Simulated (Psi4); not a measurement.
F₆Pt, triplet, at a GFN2-xTB geometry (such geometries of metal compounds can be far from the true shape) (core potentials on Pt); R2SCAN/def2-SVP (Psi4).

The Psi4 input:
```
memory 2 GB

molecule mol {
0 3
  Pt    0.000000   -0.000000   -0.000000
  F    -0.775258    1.687503   -0.268959
  F     1.514414    0.815312    0.750230
  F     0.791552    0.092892   -1.698777
  F    -0.791552   -0.092892    1.698777
  F    -1.514414   -0.815312   -0.750230
  F     0.775258   -1.687503    0.268959
}

set basis def2-svp
set reference uks
set diis_max_vecs 3

energy('r2scan')
print_variables()
```

Problem. Write the output that Psi4 gives for this input, abridged.

Solution. 
```
   => Loading Basis Set <=

    Name: DEF2-SVP
    Role: ORBITAL
    Keyword: BASIS

    !!!  WARNING: ECP capability is in beta. Please check occupations closely.  !!!

         ---------------------------------------------------------
                                   SCF
               by Justin Turney, Rob Parrish, Andy Simmonett
                          and Daniel G. A. Smith
                              UKS Reference
         ---------------------------------------------------------

  ==> Geometry <==

    Molecular point group: ci
    Full point group: Ci

    Geometry (in Angstrom), charge = 0, multiplicity = 3:

       Center              X                  Y                   Z               Mass
    ------------   -----------------  -----------------  -----------------  -----------------
         PT           0.000000000000     0.000000000000     0.000000000000   194.964791700000
         F           -0.775258000000     1.687503000000    -0.268959000000    18.998403162730
         F            1.514414000000     0.815312000000     0.750230000000    18.998403162730
         F            0.791552000000     0.092892000000    -1.698777000000    18.998403162730
         F           -0.791552000000    -0.092892000000     1.698777000000    18.998403162730
         F           -1.514414000000    -0.815312000000    -0.750230000000    18.998403162730
         F            0.775258000000    -1.687503000000     0.268959000000    18.998403162730

  Running in ci symmetry.

  Rotational constants: A =      0.06300  B =      0.06300  C =      0.06300 [cm^-1]
  Rotational constants: A =   1888.73363  B =   1888.73282  C =   1888.73252 [MHz]
  Nuclear repulsion =  502.207748060537426

  Charge       = 0
  Multiplicity = 3
  Electrons    = 72
  Nalpha       = 37
  Nbeta        = 35

  ==> Algorithm <==

  SCF Algorithm Type is DF.
  DIIS enabled.
  MOM disabled.
  Fractional occupation disabled.
  Guess Type is SAD.
  Energy threshold   = 1.00e-06
  Density threshold  = 1.00e-06
  Integral threshold = 1.00e-12

  ==> Primary Basis <==

  Basis Set: DEF2-SVP
    Blend: DEF2-SVP
    Number of shells: 48
    Number of basis functions: 116
    Number of Cartesian functions: 127
    Spherical Harmonics?: true
    Max angular momentum: 3

  Core potential: DEF2-SVP
    Number of shells: 4
    Number of ECP primitives: 10
    Number of ECP core electrons: 60
    Max angular momentum: 3

  ==> DFT Potential <==

   => LibXC <=

    Version 7.1.2
[...]
    Occupation by irrep:
             Ag    Au
    DOCC [    19,   16 ]
    SOCC [     1,    1 ]
    NA   [    20,   17 ]
    NB   [    19,   16 ]

   @DF-UKS iter  94:  -702.53409091791752   -7.50824e+00   5.58448e-02 DIIS/ADIIS
   @DF-UKS iter  95:  -695.02516978566427    7.50892e+00   5.85976e-02 DIIS/ADIIS
   @DF-UKS iter  96:  -695.02476966982795    4.00116e-04   5.86192e-02 DIIS/ADIIS
    Occupation by irrep:
             Ag    Au
    DOCC [    17,   18 ]
    SOCC [     0,    2 ]
    NA   [    17,   20 ]
    NB   [    17,   18 ]

   @DF-UKS iter  97:  -695.02444825893565    3.21411e-04   5.86193e-02 DIIS/ADIIS
    Occupation by irrep:
             Ag    Au
    DOCC [    19,   16 ]
    SOCC [     1,    1 ]
    NA   [    20,   17 ]
    NB   [    19,   16 ]

   @DF-UKS iter  98:  -702.53403487168100   -7.50959e+00   5.58450e-02 DIIS/ADIIS
   @DF-UKS iter  99:  -695.02587907097177    7.50816e+00   5.85972e-02 DIIS/ADIIS
   @DF-UKS iter 100:  -695.02407920846247    1.79986e-03   5.86190e-02 DIIS/ADIIS

PsiException: Could not converge SCF iterations in 100 iterations.

  Failed to converge.

Traceback (most recent call last):
  File "psi4", line 375, in <module>
  File "<string>", line 29, in <module>
  File "site-packages/psi4/driver/driver.py", line 533, in energy
  File "site-packages/psi4/driver/procrouting/proc.py", line 2760, in run_scf
  File "site-packages/psi4/driver/procrouting/proc.py", line 2047, in scf_helper
  File "site-packages/psi4/driver/procrouting/scf_proc/scf_iterator.py", line 93, in scf_compute_energy
  File "site-packages/psi4/driver/procrouting/scf_proc/scf_iterator.py", line 86, in scf_compute_energy
  File "site-packages/psi4/driver/procrouting/scf_proc/scf_iterator.py", line 609, in scf_iterate

psi4.driver.p4util.exceptions.SCFConvergenceError: Could not converge SCF iterations in 100 iterations.

Printing out the relevant lines from the Psithon --> Python processed input file:
    ""","mol")
    core.IO.set_default_namespace("mol")
    core.set_global_option("BASIS", "def2-svp")
    core.set_global_option("REFERENCE", "uks")
    core.set_global_option("DIIS_MAX_VECS", 3)
--> energy('r2scan')
    print_variables()

!-------------------------------------------------------!
!                                                       !
!  Could not converge SCF iterations in 100 iterations. !
!                                                       !
!-------------------------------------------------------!
```

Convergence was not reached.
